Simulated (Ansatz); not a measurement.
Consider the hydrogen abstraction from the S–H bond: `O[SiH](F)S` + F• → `O[SiH](F)[S]`• + H–F.

Program: Ansatz. Geometries: PBE0-D4/def2-TZVP. ΔE: electronic, gas phase. CCSD(T)/CBS is the MP2 limit (def2-TZVPP, def2-QZVPP) plus CCSD(T) − MP2 in def2-TZVPP, frozen cores. This one scheme is used for every species, atoms too. DFT in def2-TZVPP. Open shells (•) are unrestricted, without spin–orbit coupling. Spin–orbit coupling would lower the free atoms: a little for F. Each species was taken in one conformer, which may not be the lowest.

Task: Is it downhill or uphill in electronic energy at CCSD(T)/CBS, and by how much? (Estimate.)

Result: Ansatz gave: Downhill: ΔE = -194.2 kJ/mol.

Task: What do these levels give: PBE-D4, PBE0-D4, HF/def2-SVP, HF/def2-TZVPP, MP2/def2-TZVPP, SCS-MP2/def2-QZVPP? (Best estimate.)

Result: Computed: PBE-D4 -201.9, PBE0-D4 -182.0, HF/def2-SVP -108.8, HF/def2-TZVPP -118.6, MP2/def2-TZVPP -203.1, SCS-MP2/def2-QZVPP -196.7 kJ/mol.

Task: What do rigid-rotor, harmonic-oscillator terms from PBE0-D4/def2-TZVP frequencies (298.15 K, 1 bar) make of the CCSD(T)/CBS value? (Best estimate.)

Result: Computed: ΔZPE = +2.8 kJ/mol, ΔH = -190.6 kJ/mol, ΔS = 9 J/(mol·K), ΔG = -193.3 kJ/mol. Open shells count their whole term as degenerate.

Largest T1 diagnostic among the species: 0.014.

From BLYP to BHLYP (50 % exact exchange), in def2-TZVPP and without D4, ΔE moves by +37.8 kJ/mol. At CCSD(T), def2-SVP lies +29.8 kJ/mol from the extrapolated value and def2-TZVPP +9.1 kJ/mol.
